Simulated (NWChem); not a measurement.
System: CH₅Cl₂NSi; SMILES C(N)[SiH](Cl)Cl

Input file for NWChem:

```
start job
memory heap 200 mb stack 900 mb global 1100 mb
geometry units angstroms noautosym nocenter noautoz
  N     -1.027751     2.507368    -0.024884
  C     -1.306262     1.103217    -0.364521
  Si    -0.110692    -0.133761     0.424826
  Cl     1.817006     0.283628    -0.239339
  Cl    -0.602580    -2.096886    -0.047151
  H     -1.074722     2.658713     0.981063
  H     -0.090920     2.771587    -0.323886
  H     -1.292518     0.992120    -1.455116
  H     -2.329387     0.858964    -0.050713
  H     -0.075335    -0.015568     1.900349
end
basis spherical
  N library 6-31g*
  C library 6-31g*
  Si library 6-31g*
  Cl library 6-31g*
  H library 6-31g*
end
dft
  xc m05-2x
  iterations 150
end
cosmo
  do_cosmo_smd true
  solvent dmf
end
task dft energy
```

Structure relaxed at the B3LYP/6-31G* (spherical d) level. Solvent: N,N-dimethylformamide.

Level: M05-2X/6-31G* with SMD (1 M gas to 1 M solution), gas-phase geometry. Reactions with the solvent are ignored.

Predict the main results of this run. (M05-2X/6-31G* (spherical d), SMD on the gas-phase geometry.) Quantities: solvation free energy (kcal/mol); cavity-dispersion-structure term (kcal/mol); dipole in solution (D).


```
Item                                         Value
-------------------------------------------  -----
solvation free energy (kcal/mol)              -7.3
cavity-dispersion-structure term (kcal/mol)   -0.2
dipole in solution (D)                        2.52
```
